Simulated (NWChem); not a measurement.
Molecule: CBr3, doublet; SMILES Br[C](Br)Br

In the optimisation the excess spin sits in a (C3, its own frame). No frequency run checked for a minimum.

Give the equilibrium geometry at PBE0/def2-SVP, spin-unrestricted (NWChem) as an XYZ file, with the point group.

point group C3v; any orientation.
```
4

Br    -1.6025     0.9135     0.0102
C      0.0000     0.0000     0.2606
Br     0.0102    -1.8446     0.0102
Br     1.5924     0.9311     0.0102
```
